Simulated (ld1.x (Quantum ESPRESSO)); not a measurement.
**Transferability test, TM potential for Si (Z = 14)**

* Element: silicon
* Generator: ld1.x (Quantum ESPRESSO) 7.5
* Type: norm-conserving Troullier–Martins (Kleinman–Bylander form)
* Functional: Wu–Cohen
* Relativity: scalar-relativistic
* Frozen core: [Ne]
* Valence charge: 4
* Reference configuration: 3s1 3p3
* Partial waves: 3p (bound): rc 1.70 bohr; 3s (bound): rc 1.65 bohr
* Local potential: the s channel
* Core correction: none

Energies are relative to the spin-unpolarised reference configuration 3s1 3p3; without spin polarisation the order of configurations can differ from experiment. The frozen-core shift is the all-electron ΔE with the core orbitals held at their reference shape minus the fully relaxed ΔE.

| valence configuration | charge | ΔE all-electron (eV) | error AE − PS (meV) | frozen-core shift (meV) |
| --- | --- | --- | --- | --- |
| 3s2 3p1 | +1 | 0.912 | +1.6 | +0.4 |
| 3s2 3p0 | +2 | 16.902 | +9.3 | +6.7 |
| 3s1 3p2 | +1 | 8.335 | +2.5 | +1.2 |
| 3s1 3p0 | +3 | 50.850 | +57 | +56 |
| 3s0 3p4 | 0 | 6.952 | +0.6 | +1.1 |

**Question.** What are ΔE and the potential's error for 3s2 3p2?

**Answer.** ΔE = -6.806 eV all-electron; the error (AE − PS) is +3.0 meV.

**Question.** What are ΔE and the potential's error for 3s2 3p2.3?

**Answer.** ΔE = -7.726 eV all-electron; the error (AE − PS) is +3.7 meV.

Levels in the configuration 3s1 3p2:

```csv
level,all-electron (eV),pseudo (eV)
3s,-19.740,-19.727
3p,-12.272,-12.264
```
